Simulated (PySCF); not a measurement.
# Mg (magnesium, neutral) across methods

[Ne] 3s1 3p1, high-spin 3P determinant (an excited configuration). Calculation: PySCF 2.14, in dyall-av2z (14s10p4d, 64 functions); no relativity, point nucleus.

```tsv
method	E (hartree)	mean ε 2p β (eV)	mean ε 3s α (eV)	mean ε 3p α (eV)	Σ⟨r²⟩ (bohr²)	⟨S²⟩
B97-3	-199.9502	-52.678	-6.900	-3.129	35.22	2.000
PBE0	-199.8725	-52.282	-6.918	-3.169	35.01	2.000
r2SCAN	-199.9505	-49.583	-6.193	-2.582	35.00	2.000
PBE	-199.8537	-48.210	-6.008	-2.489	35.28	2.000
LDA	-199.0328	-48.393	-6.118	-2.453	35.61	2.000
BHandHLYP	-199.9747	-56.305	-7.652	-3.609	35.10	2.000
LC-wPBE	-199.9017	-54.014	-9.406	-5.177	34.29	2.000
UHF	-199.54297	-63.479	-9.297	-4.994	35.55	2.000
```
